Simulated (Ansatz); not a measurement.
System: CH2I, net charge 0, doublet state. SMILES: [CH2]I

Atoms: C1, I2, H3, H4. Bonds: C1-I2, C1-H3, C1-H4.

Bond lengths (Å) and angles (degrees) optimised at HF/6-31G* with LANL2DZ past Ar with Ansatz (a quantum-chemistry and plane-wave program); PBE/6-31G* with LANL2DZ past Ar with Ansatz; B3LYP/6-31G* with LANL2DZ past Ar with Ansatz, each started from the B3LYP-D3(BJ)/def2-TZVP structure (Ansatz) of the last column. A row stands for all coordinates that are equal there. 6-31G* holds six Cartesian d functions. At HF/6-31G* with LANL2DZ past Ar the structure is a saddle point. At B3LYP/6-31G* with LANL2DZ past Ar the structure is a saddle point. No wavenumbers were computed at PBE/6-31G* with LANL2DZ past Ar, so these may be saddle points.

```json
[
 {"coordinate": "C1-I2", "HF/6-31G* with LANL2DZ past Ar": "2.089", "PBE/6-31G* with LANL2DZ past Ar": "2.079", "B3LYP/6-31G* with LANL2DZ past Ar": "2.077", "B3LYP-D3(BJ)/def2-TZVP": "2.045"},
 {"coordinate": "C1-H3", "HF/6-31G* with LANL2DZ past Ar": "1.070", "PBE/6-31G* with LANL2DZ past Ar": "1.088", "B3LYP/6-31G* with LANL2DZ past Ar": "1.080", "B3LYP-D3(BJ)/def2-TZVP": "1.077"},
 {"coordinate": "I2-C1-H3", "HF/6-31G* with LANL2DZ past Ar": "118.1", "PBE/6-31G* with LANL2DZ past Ar": "117.8", "B3LYP/6-31G* with LANL2DZ past Ar": "118.0", "B3LYP-D3(BJ)/def2-TZVP": "118.3"},
 {"coordinate": "H3-C1-H4", "HF/6-31G* with LANL2DZ past Ar": "123.8", "PBE/6-31G* with LANL2DZ past Ar": "124.4", "B3LYP/6-31G* with LANL2DZ past Ar": "124.0", "B3LYP-D3(BJ)/def2-TZVP": "123.4"}
]
```

Mean signed difference of all 3 bond lengths from B3LYP-D3(BJ)/def2-TZVP: HF/6-31G* with LANL2DZ past Ar 0.010 Å, PBE/6-31G* with LANL2DZ past Ar 0.019 Å, B3LYP/6-31G* with LANL2DZ past Ar 0.013 Å.
